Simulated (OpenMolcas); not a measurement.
## Ti3+: moving or changing the point charges

Ti3+ among 8 point charges of -1.5 e arranged as a cube (Oh), 1.92 Å from the ion.
```
   1.1085    1.1085    1.1085  -1.50
   1.1085    1.1085   -1.1085  -1.50
   1.1085   -1.1085    1.1085  -1.50
   1.1085   -1.1085   -1.1085  -1.50
  -1.1085    1.1085    1.1085  -1.50
  -1.1085    1.1085   -1.1085  -1.50
  -1.1085   -1.1085    1.1085  -1.50
  -1.1085   -1.1085   -1.1085  -1.50
```

```
Program             : OpenMolcas
Method              : CASSCF
Basis               : ANO-RCC-VDZP [5s4p2d1f]
Scalar Hamiltonian  : DKH2, point nucleus
Active space        : 1 electron in 5 orbitals (3d)
State averaging     : 2S+1 = 2 even, 5 roots
Spin-orbit coupling : state interaction with AMFI integrals over the reference wave functions
```

Runs around this geometry, states (labels of O, the rotations of Oh). Energies in cm-1 above the lowest state or level, χT in cm3 K/mol; 10Dq is the gap between the two states; 10Dq is negative for this site.

```csv
R (Å),q (e),Ground state,First state of that spin,10Dq,First gap with spin-orbit (degeneracies),χT at 300 K
1.92,-0.75,2E,2T2 3125,-3125,"3071 (4, 4)",0.406
1.81,-1.5,2E,2T2 9118,-9118,"9048 (4, 4)",0.387
1.92,-1.5,2E,2T2 6657,-6657,"6590 (4, 4)",0.390
2.08,-1.5,2E,2T2 4411,-4411,"4349 (4, 4)",0.397
```

Taking |10Dq| as R^-n, n = -ln(4411 / 9118) / ln(2.08 / 1.81) = 5.2 between the shortest and longest distance. The point-charge formula for a cubic d site gives n = 5.

Scaling the charges by -0.75 / -1.5 = 0.50 scales |10Dq| by 3125 / 6657 = 0.47; with fixed orbitals a first-order splitting would follow the charge.

An orbital doublet at a regular site is open to a Jahn-Teller distortion, which this geometry leaves out. The ground term spreads over less than 5000 cm-1, several times less than with real ligands, so orbital moments are less quenched and χT lies further from the spin-only value than at real sites (holds for R = 1.92, q = -0.75; R = 2.08, q = -1.5). This is an electrostatic model: the charges have no orbitals. No measured value stands beside these numbers.
